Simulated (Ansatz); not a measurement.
Reactions of C2H4OS2 (`CSC(O)=S`).

Computed with Ansatz on PBE0-D4/def2-TZVP structures; ΔE is electronic, products minus reactants. CCSD(T)/CBS is the MP2 limit (def2-TZVPP, def2-QZVPP) plus CCSD(T) − MP2 in def2-TZVPP, frozen cores. This one scheme is used for every species. DFT in def2-TZVPP. For Ge outer-core shells are correlated without core-valence functions, which leaves a few kJ/mol of doubt a bond. Scalar relativity is left out up to krypton. Each species was taken in one conformer, which may not be the lowest.

```json
{"reaction": "`CSC(O)=S` + `CB(N)O` → `CCB(N)O` + `OC(=S)S`", "CCSD(T)/CBS(def2) (kJ/mol)": "9"}
{"reaction": "`CSC(O)=S` + `CNBN` → `CN(C)BN` + `OC(=S)S`", "CCSD(T)/CBS(def2) (kJ/mol)": "16"}
{"reaction": "`CSC(O)=S` + `N[SiH3]` → `OC(=S)N[SiH3]` + CH₃SH", "CCSD(T)/CBS(def2) (kJ/mol)": "?"}
{"reaction": "`CSC(O)=S` + `[OH][GeH3]` → `OC(=S)[O][GeH3]` + CH₃SH", "CCSD(T)/CBS(def2) (kJ/mol)": "-13"}
```

(1) Fill in the missing values. (An estimate is asked.)

Largest T1 diagnostic: 0.017, for `OC(=S)S`.

## Answers

(1) The calculation gave: `CSC(O)=S` + `N[SiH3]` → `OC(=S)N[SiH3]` + CH₃SH: -48.6 kJ/mol.
